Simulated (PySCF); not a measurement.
## Ionisation energy of Co⁺ by level of theory

Co⁺ [Ar] 3d8 (3F) → Co²⁺ [Ar] 3d7 (4F), as a difference of total energies. Calculation: PySCF 2.14, in x2c-TZVPPall with one added diffuse shell each of s, p, d, f type (7s6p5d3f1g, 80 functions); scalar relativity by spin-free X2C-1e. Correlated levels: valence and next inner shell: [Ne] frozen. The calculations carry no spin-orbit coupling.

```
                                method  ionisation energy (eV)  difference from reference (eV)
                                   UHF                  14.200                          -2.884
    MP2 (valence and next inner shell)                  17.588                          +0.504
SCS-MP2 (valence and next inner shell)                  17.279                          +0.195
   CCSD (valence and next inner shell)                  16.652                          -0.432
CCSD(T) (valence and next inner shell)                  16.832                          -0.252
```

Reference: 17.084 eV (measured; NIST Atomic Spectra Database, ionization energies).

The reference lies between the lowest fine-structure levels, while these numbers refer to the centres of the terms.

Errors of the correlated levels include the incompleteness of this basis and the frozen core.
